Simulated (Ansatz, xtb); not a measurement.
Two isomers of C4H6F4S

We compare I, `C[C@H](F)SCC(F)(F)F`, a singlet, with II, `FCCCSC(F)(F)F`, a singlet. Both are isolated molecules in the gas phase, relaxed with PBE0-D3(BJ)/def2-SVP, each in the lowest conformer that the search found.

Task: Estimate which is lower in electronic energy at CCSD(T)/def2-SVP + ΔMP2/def2-TZVPP, and by roughly how much.

Result: The CCSD(T)/def2-SVP + ΔMP2/def2-TZVPP calculation puts structure I lower, by 8.9 kcal/mol.

How the difference moves with the method:

| level | geometry | E(II) − E(I) (kcal/mol) | departure from the last row (kcal/mol) | job, with rough time for the two |
| --- | --- | --- | --- | --- |
| GFN2-xTB | GFN2-xTB | +3.3 | −5.6 | optimisation, 0.29 s |
| HF/STO-3G | GFN2-xTB | +2.4 | −6.5 | single point, 0.54 s |
| r2SCAN-D4/def2-SVP | GFN2-xTB | +9.6 | +0.6 | single point, 5.3 s |
| PBE0-D3(BJ)/def2-SVP | PBE0-D3(BJ)/def2-SVP | +8.4 | −0.5 | optimisation, 68 s |
| HF/def2-SVP | PBE0-D3(BJ)/def2-SVP | +9.9 | +1.0 | part of the CCSD(T) run |
| MP2/def2-SVP | PBE0-D3(BJ)/def2-SVP | +8.8 | −0.1 | part of the CCSD(T) run |
| CCSD(T)/def2-SVP | PBE0-D3(BJ)/def2-SVP | +8.7 | −0.2 | single point |
| CCSD(T)/def2-SVP + ΔMP2/def2-TZVPP | PBE0-D3(BJ)/def2-SVP | +8.9 |  | single point, 3.8 min |

As drawn, both hold the same kinds of bond in the same numbers. Structure I has 1 methyl group, II 0.

None of the levels shown reverses the order. The largest departure from CCSD(T)/def2-SVP + ΔMP2/def2-TZVPP is that of HF/STO-3G, 6.5 kcal/mol. The last row adds to CCSD(T) the change of the MP2 difference between the two basis sets, here +0.2 kcal/mol.

With thermal terms from frequencies at re-optimised GFN2-xTB minima (ideal gas, soft modes damped towards free rotors, one conformer each, 298.15 K, 1 atm): on the last row, ΔE + ΔZPE = +9.6, ΔH = +9.4, ΔG = +9.6 kcal/mol.

The correlated steps freeze 13 core orbitals. Mirror images aren't counted in ΔG. Programs: Ansatz 0.2.0, xtb 6.7.1; the last row on 4 threads of Arm Neoverse V1 on a shared host.
